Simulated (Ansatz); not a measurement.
Input file for Ansatz (a first-principles code): R-wB97X-V/def2-TZVPPD on stibine (SMILES [SbH3]). Elements past Kr take the def2 small-core potentials; no spin–orbit coupling. Files ending in .json are basis or fitting sets from the Basis Set Exchange.

Ansatz 0.2 input:
```yaml
crystal:
  periodic: [false, false, false]
  atoms:
    - {symbol: Sb, position_ang: [0.61259536, -0.14056545, 0.64658477]}
    - {symbol: H, position_ang: [1.19548628, 0.48732085, -0.84521564]}
    - {symbol: H, position_ang: [1.97672594, 0.46651141, 1.48444945]}
    - {symbol: H, position_ang: [-0.28028033, 1.28752843, 0.95197356]}
basis:
  gaussian:
    orbitals: def2-TZVPPD.json
hamiltonian:
  xc: {name: wB97X-V}
scf: {lower_state_search: off}
```

The head of its log:

```
WARN ansatz: RAYON_NUM_THREADS=1 ignored (pool sized by the plan → 1); use --threads N
Functional definition: wB97X-V
these checks for a lower state are left out or cut short: stability, starts, cluster_reference, orbital_swaps, neighbouring_geometries, increment
integrals: 0.03 GiB planned
647 factors; their error is unknown
integrals: 0.07 GiB planned
188 factors; integrals over basis functions are off by at most 2.1e-5 eV
mean field: 0.37 GiB planned
mean field evaluation 1: about -6585.1238 eV, gradient 5.6e0 eV
mean field evaluation 2: about -6585.2625 eV, gradient 2.0e0 eV
```

### Question
Give the final energy of this run.

### Answer
-242.0086 hartree.
